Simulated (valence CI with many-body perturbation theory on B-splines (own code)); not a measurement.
## Os XLV: key properties

Method: relativistic CI+MBPT: four valence electrons over a frozen Dirac-Fock core [Ar] 3d10, a basis of 11 s, 11 p, 9 d, 7 f, 5 g, 2 h, 1 i functions for each j, with the one-electron correlation potential Σ1, the two-electron term Σ2, the three-electron term Σ3, Breit, model QED; selected CI, second order for the rest (own B-spline code, finite nucleus).

No measured spectrum was set against this ion. As an estimate, large intervals hold to a few tenths of a per cent, small ones and those within an open d or f shell to about a per cent.

Levels are named by their leading jj configuration (3d3/2^4 stands for four electrons in 3d with j = 3/2), which in mixed levels can hold well under half, so a name can repeat and another be missing.

Rates and lifetimes use the calculated energies. Strong lines usually hold to 10 to 20 %, long lifetimes can be off by a factor of two.

(1) What is the ground level?

(2) Where does the other parity begin?

(3) Among levels below 541.30 eV, which E1 lines absorb most strongly from the ground level?

(4) What is the ionisation energy?

(5) Name the longest-lived excited levels whose lifetime is computed, and their main decay.

Results:

(1) (4s^2 4p1/2^2) J=0, composition 70 % 4s2 4p2 3P + 30 % 4s2 4p2 1S.

(2) At (4s 4p1/2^2 4p3/2) J=2, 207.50 eV.

(3) to (4s^2 4p1/2 4d3/2) J=1 at 4.343 nm, f = 1.66; to (4s 4p1/2^2 4p3/2) J=1 at 5.566 nm, f = 0.555; to (4s 4p1/2 4p3/2^2) J=1 at 3.722 nm, f = 0.00775.

(4) 2338.1 eV; NIST lists 2336 ± 4 eV (theoretical).

(5) (4s^2 4p1/2 4p3/2) J=2 at 110.68 eV lives 3.80 μs, mostly by E2 to (4s^2 4p1/2^2) J=0; (4s^2 4p3/2 4d5/2) J=4 at 402.39 eV lives 153 ns, mostly by M1 to (4s^2 4p1/2 4d5/2) J=3; (4s^2 4p1/2 4p3/2) J=1 at 106.23 eV lives 129 ns, mostly by M1 to (4s^2 4p1/2^2) J=0.
